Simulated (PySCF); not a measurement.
## CsCl: from constants to spectrum

RHF-CCSD(T) constants of CsCl, ¹Σ⁺ (singlet), closed shell (basis Cs def2-SVPD with ECP46, Cl def2-SVPD; scalar-relativistic core potentials; PySCF 2.14; masses 132.9054 and 34.9689 u):

```
ωe              : 198.9 cm⁻¹
ωexe            : 0.708 cm⁻¹
Be              : 0.065284 cm⁻¹
αe              : 0.000321 cm⁻¹
D (centrifugal) : 2.81e-08 cm⁻¹
De to Cs + Cl   : 4.19 eV
```

Problem. Give the band origin of the fundamental and the first lines of its P and R branches.

Solution. ν0 = ωe − 2ωexe = 197.5 cm⁻¹, B0 = 0.065124, B1 = 0.064802 cm⁻¹.

```csv
J″,P(J″) − ν0,R(J″) − ν0
0,,0.130
1,-0.130,0.259
2,-0.261,0.387
3,-0.393,0.515
4,-0.525,0.642
5,-0.658,0.768
6,-0.791,0.894
```

Problem. Near which J would the R branch turn back, without centrifugal distortion?

Solution. At J ≈ (B0 + B1)/(2(B0 − B1)) − 1 ≈ 200.

Measured values (Huber and Herzberg, Constants of Diatomic Molecules (1979)): ωe = 214.17 cm⁻¹, ωexe = 0.731 cm⁻¹, Be = 0.07209149 cm⁻¹, αe = 0.00033756 cm⁻¹.

Correlated steps freeze 5 core orbitals. Correlated levels converge slowly with the basis: in double zeta they bind strong bonds too weakly, by up to about 1 eV, and carry superposition errors of some tenths. These are scalar-relativistic numbers at best; spin–orbit coupling would shift them, the dissociation energy most. Where the molecule has an RHF reference, its open-shell atoms are computed with UHF.
